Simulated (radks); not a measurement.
Task: Radial electron density D(r) = 4 pi r^2 rho(r) of an atom or ion with 3 electrons. All-electron calculation, Dirac Kohn-Sham, BLYP, spin-unpolarised, spherical densities, finite nucleus; Fermi nuclear charge, rms radius of each element as measured or else 0.836 A^(1/3) + 0.57 fm. Program: a radial shooting solver on a logarithmic mesh with Libxc functionals.

r (bohr)  D(r) (e/bohr)
0.006275         0.1418
0.006908         0.1701
0.007665         0.2068
0.008437         0.2474
0.009287         0.2956
0.01022          0.3527
0.01134          0.4263
0.01249          0.5070
0.01374          0.6018
0.01513          0.7129
0.01679          0.8544
0.01848           1.007
0.02034           1.184
0.02257           1.406
0.02484           1.642
0.02735           1.911
0.0301            2.215
0.0334            2.586
0.03677           2.968
0.04047           3.389
0.04455           3.846
0.04943           4.379
0.05441           4.899
0.0599            5.438
0.06593           5.984
0.07316           6.567
0.08053           7.077
0.08864           7.538
0.09836           7.957
0.1083            8.243
0.1192            8.408
0.1312            8.432
0.1456            8.282
0.1602            7.974
0.1764            7.506
0.1942            6.893
0.2154            6.099
0.2371            5.287
0.261             4.448
0.2896            3.567
0.3188            2.832
0.3509            2.214
0.3863            1.737
0.4286            1.392
0.4718            1.220
0.5194            1.162
0.5717            1.180
0.6344            1.235
0.6983            1.277
0.7686            1.276
0.8461            1.217
0.9388            1.084
1.033            0.9141
1.138            0.7208
1.262            0.5139
1.389            0.3471
1.529            0.2159
1.684            0.1228
1.868           0.05973
2.056           0.02742
2.263           0.01114
2.491          0.003944
2.765          0.001085
3.043         0.0002794

What is the nuclear charge?

Result: Z = 8. The innermost maximum, from 1s, lies near gamma/Z bohr with gamma = sqrt(1 - (Z/c)^2) = 0.998, here 0.125 bohr (found: 0.127), and its height grows with Z. The density is that of the oxygen ion O5+ in [He] 2s1; the configuration itself is not fixed sharply by these data. D(r) has 2 maxima, at r = 0.127, 0.733 bohr, and minima at 0.528 bohr, inside which lie 2.09 electrons.
